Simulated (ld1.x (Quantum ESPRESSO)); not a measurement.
**An all-electron radial function and its pseudo partner (Al)**

Columns: radius, all-electron u(r) and pseudo u(r) of the 3s shell (level -23.89 eV) of aluminium in the configuration [Ne] 3s1 3p0; LDA (PZ), non-relativistic, RRKJ scheme, ld1.x (Quantum ESPRESSO) 7.5.

```json
{"r (bohr)": "0.118", "all-electron": "0.1090", "pseudo": "0.0659"}
{"r (bohr)": "0.235", "all-electron": "-0.1732", "pseudo": "0.1244"}
{"r (bohr)": "0.353", "all-electron": "-0.3350", "pseudo": "0.1711"}
{"r (bohr)": "0.470", "all-electron": "-0.3454", "pseudo": "0.2032"}
{"r (bohr)": "0.588", "all-electron": "-0.2570", "pseudo": "0.2243"}
{"r (bohr)": "0.705", "all-electron": "-0.1197", "pseudo": "0.2418"}
{"r (bohr)": "0.822", "all-electron": "0.0345", "pseudo": "0.2657"}
{"r (bohr)": "0.940", "all-electron": "0.1873", "pseudo": "0.3061"}
{"r (bohr)": "1.058", "all-electron": "0.3260", "pseudo": "0.3693"}
{"r (bohr)": "1.175", "all-electron": "0.4442", "pseudo": "0.4526"}
{"r (bohr)": "1.292", "all-electron": "0.5412", "pseudo": "0.5415"}
{"r (bohr)": "1.410", "all-electron": "0.6176", "pseudo": "0.6176"}
{"r (bohr)": "1.528", "all-electron": "0.6740", "pseudo": "0.6740"}
{"r (bohr)": "1.645", "all-electron": "0.7119", "pseudo": "0.7119"}
{"r (bohr)": "1.763", "all-electron": "0.7341", "pseudo": "0.7341"}
{"r (bohr)": "1.880", "all-electron": "0.7427", "pseudo": "0.7427"}
{"r (bohr)": "1.998", "all-electron": "0.7398", "pseudo": "0.7398"}
{"r (bohr)": "2.115", "all-electron": "0.7275", "pseudo": "0.7275"}
{"r (bohr)": "2.232", "all-electron": "0.7076", "pseudo": "0.7076"}
{"r (bohr)": "2.350", "all-electron": "0.6817", "pseudo": "0.6817"}
{"r (bohr)": "2.468", "all-electron": "0.6513", "pseudo": "0.6513"}
{"r (bohr)": "2.585", "all-electron": "0.6180", "pseudo": "0.6180"}
{"r (bohr)": "2.702", "all-electron": "0.5827", "pseudo": "0.5827"}
{"r (bohr)": "2.820", "all-electron": "0.5461", "pseudo": "0.5461"}
{"r (bohr)": "2.938", "all-electron": "0.5091", "pseudo": "0.5091"}
{"r (bohr)": "3.055", "all-electron": "0.4727", "pseudo": "0.4727"}
```

(1) How many radial nodes do the two functions have?

(2) At about which radius was the pseudo-wave matched?

(3) Is the pseudo-wave norm-conserving?

## Answers

(1) The all-electron 3s function has n − l − 1 = 2; the pseudo-wave has 0, since the states of the same l below it are removed with the core.

(2) 1.40 bohr, where the columns begin to agree (steps of 0.12 bohr).

(3) Yes: the RRKJ scheme keeps the norm inside the radius equal to the all-electron one, which fixes the energy derivative of the logarithmic derivative at the level.
